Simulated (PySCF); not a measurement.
`C[C@H]1[SiH2]O[Si@H](N)C1=O`, C3H9NO2Si2

Molfile (atoms numbered from 1):
```
C3H9NO2Si2
     RDKit          3D

 17 17  0  0  0  0  0  0  0  0999 V2000
   -2.1411   -0.9182   -0.4680 C   0  0  0  0  0  0  0  0  0  0  0  0
   -0.7910   -0.2457   -0.2629 C   0  0  1  0  0  0  0  0  0  0  0  0
   -0.7480    1.5378    0.4219 Si  0  0  0  0  0  4  0  0  0  0  0  0
    0.7414    1.5302    1.0958 O   0  0  0  0  0  0  0  0  0  0  0  0
    1.5529    0.1073    1.2581 Si  0  0  2  0  0  4  0  0  0  0  0  0
    2.8288    0.1271    0.1063 N   0  0  0  0  0  0  0  0  0  0  0  0
    0.1364   -1.0354    0.6394 C   0  0  0  0  0  0  0  0  0  0  0  0
   -0.0896   -2.1722    0.9886 O   0  0  0  0  0  0  0  0  0  0  0  0
   -2.0044   -1.9528   -0.7797 H   0  0  0  0  0  0  0  0  0  0  0  0
   -2.7062   -0.9209    0.4614 H   0  0  0  0  0  0  0  0  0  0  0  0
   -2.7206   -0.3945   -1.2252 H   0  0  0  0  0  0  0  0  0  0  0  0
   -0.2591   -0.2096   -1.2224 H   0  0  0  0  0  0  0  0  0  0  0  0
   -0.7205    2.5667   -0.6094 H   0  0  0  0  0  0  0  0  0  0  0  0
   -1.7258    1.7450    1.4846 H   0  0  0  0  0  0  0  0  0  0  0  0
    1.8369   -0.0122    2.6824 H   0  0  0  0  0  0  0  0  0  0  0  0
    3.4001   -0.6959    0.0045 H   0  0  0  0  0  0  0  0  0  0  0  0
    3.4030    0.9554    0.0641 H   0  0  0  0  0  0  0  0  0  0  0  0
  1  2  1  0
  2  3  1  0
  3  4  1  0
  4  5  1  0
  5  6  1  0
  5  7  1  0
  7  8  2  0
  7  2  1  0
  1  9  1  0
  1 10  1  0
  1 11  1  0
  2 12  1  6
  3 13  1  0
  3 14  1  0
  5 15  1  1
  6 16  1  0
  6 17  1  0
M  END
```

Computed, not measured: TDDFT BHandHLYP/def2-SVPD circular dichroism and optical rotation, one conformer, gas phase in PySCF 2.14.0. Geometry: GFN2-xTB.

The molecule is flexible and this is one conformer; a measurement averages over conformers.

Draw the ECD and absorption spectra from the lowest 8 states, each a Gaussian of half-width 0.3 eV at 1/e height.


```csv
E (eV),λ (nm),Δε (L mol⁻¹ cm⁻¹),ε (L mol⁻¹ cm⁻¹)
3.00,413,+0.31,3.79
3.10,400,+0.83,10.3
3.20,387,+1.81,22.4
3.30,376,+3.15,39.1
3.40,365,+4.39,54.6
3.50,354,+4.91,61
3.60,344,+4.39,54.6
3.70,335,+3.15,39.1
3.80,326,+1.81,22.4
3.90,318,+0.83,10.3
4.00,310,+0.31,3.79
4.10,302,+0.09,1.12
4.20,295,+0.02,0.264
4.30,288,0.00,0
4.40,282,0.00,0
4.50,275,0.00,0
4.60,269,0.00,0
4.70,264,0.00,0
4.80,258,0.00,0
4.90,253,0.00,0
5.00,248,0.00,0
5.10,243,0.00,0
5.20,238,0.00,0
5.30,234,0.00,0
5.40,230,0.00,0
5.50,225,0.00,0.169
5.60,221,-0.01,1.08
5.70,217,-0.06,5.52
5.80,214,-0.24,22.9
5.90,210,-0.72,76.8
6.00,207,-1.66,210
6.10,203,-2.73,476
6.20,200,-2.59,898
6.30,197,+0.64,1440
6.40,194,+7.23,1990
6.50,191,+13.63,2440
6.60,188,+13.59,2710
6.70,185,+3.05,2860
6.80,182,-15.73,2970
6.90,180,-34.92,3060
7.00,177,-45.92,3020
7.10,175,-44.45,2750
7.20,172,-32.86,2270
7.30,170,-18.44,1800
7.40,168,-8.62,1530
7.50,165,-6.31,1480
```
Δε uses R in velocity form, ε uses f in length form. Only the states computed contribute, so the short-wavelength end is incomplete.
